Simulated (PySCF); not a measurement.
Input of a run on `CO[C@H](C#N)c1cnoc1`: the job's settings, then the atoms in Å.
```
{"job": {"kind": "uv", "xc": "CAM-B3LYP", "basis": "def2-SVPD", "solvent": "chloroform", "nstates": 6, "ntriplets": 0}, "charge": 0, "multiplicity": 1}
C      2.462288    -0.516787     0.135471
O      1.142859    -0.307018     0.568735
C      0.229984    -0.069328    -0.457863
C      0.533255     1.197506    -1.168109
N      0.799244     2.183352    -1.711673
C     -1.148396    -0.029951     0.114469
C     -1.682260     0.885076     1.067424
N     -2.915745     0.591586     1.372738
O     -3.233373    -0.512742     0.636588
C     -2.191706    -0.878434    -0.102360
H      3.065271    -0.719398     1.029758
H      2.530662    -1.385099    -0.547024
H      2.873671     0.370112    -0.379711
H      0.276033    -0.871578    -1.223913
H     -1.195910     1.741584     1.534589
H     -2.326135    -1.753745    -0.735947
```

Method: TDDFT CAM-B3LYP/def2-SVPD, vertical, IEF-PCM chloroform (non-equilibrium linear response), core orbitals frozen in the response (PySCF, density fitting); geometry PBE0-D3(BJ)/def2-SVP, gas phase, not relaxed in the solvent; ε = 4.711, cavity from Bondi-type radii × 1.2. The static polarisability takes the continuum's full static response.

Problem. Give the output.

Solution. 
```
coarse grid: 14536 points
cycle   1  E = -491.3228685141  dE =  1.964e+00  |g| = 7.699e-01  |ddm| = 9.091e+00
cycle   2  E = -491.2075410211  dE =  1.153e-01  |g| = 1.119e+00  |ddm| = 3.292e+00
cycle   3  E = -491.4486503500  dE = -2.411e-01  |g| = 1.336e-01  |ddm| = 1.849e+00
cycle   4  E = -491.4512743151  dE = -2.624e-03  |g| = 7.822e-02  |ddm| = 2.925e-01
cycle   5  E = -491.4524819830  dE = -1.208e-03  |g| = 1.460e-02  |ddm| = 1.287e-01
cycle   6  E = -491.4525239678  dE = -4.198e-05  |g| = 4.719e-03  |ddm| = 3.480e-02
cycle   7  E = -491.4525288806  dE = -4.913e-06  |g| = 1.249e-03  |ddm| = 1.178e-02
final grid: 143880 points
cycle   8  E = -491.5502706246  dE = -3.901e-05  |g| = 4.085e-03  |ddm| = 1.179e-01
cycle   9  E = -491.5502693201  dE =  1.304e-06  |g| = 5.074e-03  |ddm| = 1.617e-02
cycle  10  E = -491.5502742266  dE = -4.907e-06  |g| = 6.841e-04  |ddm| = 6.414e-03
cycle  11  E = -491.5502743142  dE = -8.758e-08  |g| = 1.938e-04  |ddm| = 1.209e-03
cycle  12  E = -491.5502743214  dE = -7.180e-09  |g| = 1.063e-04  |ddm| = 5.318e-04
cycle  13  E = -491.5502743237  dE = -2.329e-09  |g| = 2.360e-05  |ddm| = 1.949e-04
cycle  14  E = -491.5502743238  dE = -1.280e-10  |g| = 1.283e-05  |ddm| = 6.420e-05
converged SCF energy = -491.5502743238

Static polarisability (au): isotropic 102.377, principal 86.148 101.441 119.542

Singlet excitations
state   eV       nm        f      main configurations
  1   6.5410    189.5   0.13410   H->L 0.87
  2   6.6998    185.1   0.00788   H-3->L 0.77
  3   7.0975    174.7   0.00797   H-1->L+1 0.36, H-1->L 0.20, H->L+1 0.20
  4   7.1767    172.8   0.01205   H-1->L+1 0.29, H-2->L 0.25, H->L+1 0.22
  5   7.4107    167.3   0.07470   H-2->L 0.20, H-4->L+1 0.17, H-5->L+1 0.14
  6   7.6205    162.7   0.04087   H-1->L 0.34, H-1->L+1 0.18, H-1->L+2 0.10
```

The cycles run first on a coarse grid and then on the final one, and are numbered through; the first dE on the final grid is taken against the last density's energy on that grid. Energies include the polarisation term of the continuum.

Problem. The same input without solvent ends at -491.537374 Eh. What does the continuum change?

Solution. The energy falls by 0.012900 Eh, 33.87 kJ/mol; the polarisation term alone is -39.44 kJ/mol. HOMO -9.64 → -9.50 eV, LUMO 0.10 → 0.24 eV, dipole 4.36 → 5.39 D. The SCF took 14 cycles in the solvent and 14 in the gas phase.

The values belong to the conformer `[CH3:1][O:2][C@H:3]([C:4]#[N:5])[c:6]1[cH:7][n:8][o:9][cH:10]1`: C1–O2–C3–C4 -65°, O2–C3–C6–C7 63°.
